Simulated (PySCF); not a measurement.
**Dipole moment and polarisability of `N#CCPCC(F)(F)F`**

Compound: C₄H₅F₃NP.
Atom-mapped SMILES: `[N:1]#[C:2][CH2:3][PH:4][CH2:5][C:6]([F:7])([F:8])[F:9]` (hydrogens: H10, H11 on C3; H12 on P4; H13, H14 on C5)

Structure used (GFN2-xTB), in Å, numbered top down from 1:
```
atom  x, y, z in Å
N1    -2.366   -0.322    1.842
C2    -2.209   -0.131    0.726
C3    -1.948    0.090   -0.665
P4    -0.226   -0.489   -1.144
C5     0.713    0.473    0.165
C6     2.143   -0.001    0.142
F7     2.240   -1.320    0.373
F8     2.725    0.217   -1.046
F9     2.908    0.606    1.061
H10   -2.666   -0.469   -1.271
H11   -2.044    1.153   -0.905
H12   -0.281   -1.672   -0.391
H13    0.707    1.539   -0.078
H14    0.303    0.325    1.168
```

Level: CAM-B3LYP/def2-SVPD (PySCF), static field, nuclei fixed, core orbitals frozen in the response. The polarisability tensor in these axes (au):

```
x   86.02  1.39 -3.10
y    1.39 65.73  0.94
z   -3.10  0.94 80.72
```

Question: Give the principal values, the mean and the anisotropy Δα = √{½[(α1 − α2)² + (α2 − α3)² + (α1 − α3)²]}.

Answer: Principal values 65.55, 79.44 and 87.49 au; mean 77.49 au = 11.48 Å³ = 12.78 × 10⁻⁴⁰ C²·m²/J; Δα = 19.22 au (25 % of the mean).

Question: What is the dipole moment, and where does it point?

Answer: (-1.68, 1.32, -2.88) D, 3.58 D in size, pointing from the negative to the positive side. Measured along this direction, the outermost atoms are F9 at the negative end and H11 and H10 at the positive end.

Question: What are the principal values of the traceless quadrupole moment, Θ = ½Σq(3rr − r²1), about the centre of nuclear charge?

Answer: -21.67, 9.38, 12.29 D·Å. The values depend on the origin, since the dipole doesn't vanish. The electronic extent ⟨r²⟩ about the same centre is 1598 bohr², a root-mean-square distance of 2.40 Å for the 78 electrons.

Question: Find the Langevin capture rate constant for H3+ (3.023 u) meeting this molecule (155.011 u), k = 2.342 × 10⁻⁹ cm³/s × √(α in Å³ / reduced mass in u).

Answer: The reduced mass is 2.97 u, so k = 4.61 × 10⁻⁹ cm³/s. The formula leaves out the permanent dipole, which adds to the capture rate.

Question: Rayleigh depolarisation ratio (linearly polarised light, static tensor)?

Answer: ρ = 3Δα²/(45ᾱ² + 4Δα²) = 1108.4/(270227 + 1477.9) = 0.00408.

Geometry: GFN2-xTB, one conformer, isolated molecule.
